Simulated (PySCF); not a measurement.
**Antimony: a sound run and one with changed settings**

Sound run: Sb⁺ [Kr] 4d10 5s2 5p2, Sb²⁺ [Kr] 4d10 5s2 5p1. Calculation: PySCF 2.14, in def2-TZVP with the def2 core potential (28 electrons) (6s5p3d2f, 50 functions); scalar relativity through the core potential. In the sound run the correlated levels freeze 4s2 4p6 4d10 outside the core potential. The sound run starts from symmetry-adapted Hartree-Fock orbitals and uses a fine grid where one is needed.

A second run was set up differently.

| species | method | sound run (hartree) | changed run (hartree) | converged |
| --- | --- | --- | --- | --- |
| Sb⁺ | MP2 | -239.00739 | -238.96620 | yes |
| Sb⁺ | CCSD(T) | -239.02197 | -238.96788 | yes |

Ionisation energy of Sb⁺:

| method | sound run (eV) | changed run (eV) |
| --- | --- | --- |
| UHF | 16.009 | 16.009 |
| MP2 | 16.318 | 16.128 |
| SCS-MP2 | 16.255 | 16.048 |
| CCSD | 16.353 | 16.173 |
| CCSD(T) | 16.375 | 16.173 |
| CCSDT | n/a | 16.173 |
| FCI | n/a | 16.173 |

Task: What was changed?
A. basis contracted for another Hamiltonian
B. a valence shell is frozen
C. too few SCF iterations
D. level shift left on

Result: B. Freezing a valence shell removes pair correlation that changes on ionisation.
